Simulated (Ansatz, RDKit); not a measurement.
Molecule: fluoro(fluorosilyl)silane, Si2H4F2, charge 0, multiplicity 1. SMILES: F[SiH2][SiH2]F

Atoms: F1, Si2, Si3, F4, H5, H6, H7, H8. Bonds: F1-Si2, Si2-Si3, Si2-H5, Si2-H6, Si3-F4, Si3-H7, Si3-H8.

Bond lengths (Å) and angles (degrees) optimised at UFF with RDKit; MMFF94 with RDKit; HF/STO-3G with Ansatz (a first-principles code); HF/3-21G with Ansatz; HF/6-31G* with Ansatz; B3LYP/LANL2DZ with Ansatz, each started from the B3LYP-D3(BJ)/def2-TZVP structure (Ansatz) of the last column. A row stands for all coordinates that are equal there; 6 of 7 kinds are shown. 6-31G* holds six Cartesian d functions. No wavenumbers were computed at UFF, MMFF94, HF/STO-3G, B3LYP/LANL2DZ, so these may be saddle points.

```
coordinate    UFF  MMFF94  HF/STO-3G  HF/3-21G  HF/6-31G*  B3LYP/LANL2DZ  B3LYP-D3(BJ)/def2-TZVP
----------  -----  ------  ---------  --------  ---------  -------------  ----------------------
F1-Si2      1.686   1.607      1.633     1.645      1.604          1.709                   1.614
Si2-Si3     2.233   2.313      2.263     2.346      2.346          2.352                   2.357
Si2-H5      1.470   1.490      1.426     1.478      1.473          1.480                   1.481
F1-Si2-Si3  109.4   110.9      110.6     106.7      107.6          105.9                   107.6
F1-Si2-H5   109.5   107.9      107.9     109.0      108.3          108.1                   108.0
Si3-Si2-H5  109.4   111.1      111.2     111.1      111.7          112.0                   111.8
```

Mean signed difference of all 7 bond lengths from B3LYP-D3(BJ)/def2-TZVP: UFF -0.003 Å, MMFF94 -0.003 Å, HF/STO-3G -0.040 Å, HF/3-21G 0.006 Å, HF/6-31G* -0.009 Å, B3LYP/LANL2DZ 0.026 Å.
